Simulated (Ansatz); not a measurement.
Mulliken charges of CH$_{5}$AlN$_{2}$O, SMILES `[OH][Al]1[NH]C[NH]1` from PBE/def2-TZVPP in Ansatz (PBE0-D4/def2-TZVP geometry).

```csv
atom,x (Å),y (Å),z (Å),charge (e)
O1,0.958,-0.149,-2.539,-0.354
Al2,0.381,-0.062,-0.961,0.391
N3,0.953,-0.438,0.666,-0.342
C4,-0.327,0.018,1.218,0.098
N5,-1.035,0.410,-0.008,-0.349
H6,0.486,0.083,-3.335,0.172
H7,1.522,-1.044,1.226,0.123
H8,-0.850,-0.787,1.755,0.070
H9,-0.202,0.870,1.904,0.069
H10,-1.803,1.047,0.077,0.122
```

Task: By hand: the dipole of these point charges (1 e Å = 4.8032 D).

Result: Σ q r = (-0.210, 0.056, 0.258) e Å, of length 0.337 e Å = 1.62 D.

Task: How does the dipole of the full density compare? (An estimate is asked.)

Result: The calculation gave: (-0.198, 0.083, -0.093) e Å, 1.12 D; the point charges give 1.45 times that, at 74° from its direction.

Point charges leave out the atoms' own dipoles, such as those of lone pairs, and Mulliken's split depends on the basis, so the two needn't agree.
